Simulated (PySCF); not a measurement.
## Vibration and rotation of DyB

ROHF constants of DyB, octet, about 9.0 electrons in the 4f shell (Mulliken), real f orbitals that mix terms (Dy x2c-TZVPall, B x2c-TZVPall; spin-free X2C with a Gaussian nucleus (PySCF 2.14); masses 163.9292 and 11.0093 u):

```
ωe              : 464.5 cm⁻¹
ωexe            : 2.25 cm⁻¹
Be              : 0.28031 cm⁻¹
αe              : 0.00179 cm⁻¹
D (centrifugal) : 4.08e-07 cm⁻¹
```

(1) Give the vibrational terms G(v) and spacings up to v = 6.

A state of this spin cannot dissociate to the ground-state fragments, so its own limit lies higher than the one that De refers to.

Spin–orbit coupling is left out, which matters for elements this heavy, above all for dissociation energies. UHF is strongly spin-contaminated for DyB, so the ROHF reference used there is far from stable. Hartree–Fock leaves out correlation, which carries a large part of most bond energies and some tenths to 1 eV of ionisation energies. With d or f electrons several states lie close, and the lowest PBE0 determinant need not be the measured ground state.

Answers

(1) G(v) = ωe(v+½) − ωexe(v+½)².

```tsv
v	G(v) (cm⁻¹)	G(v) − G(v−1)	Bv (cm⁻¹)
0	231.7		0.2794
1	691.7	460.0	0.2776
2	1147.2	455.5	0.2758
3	1598.2	451.0	0.2740
4	2044.7	446.5	0.2723
5	2486.7	442.0	0.2705
6	2924.2	437.5	0.2687
```
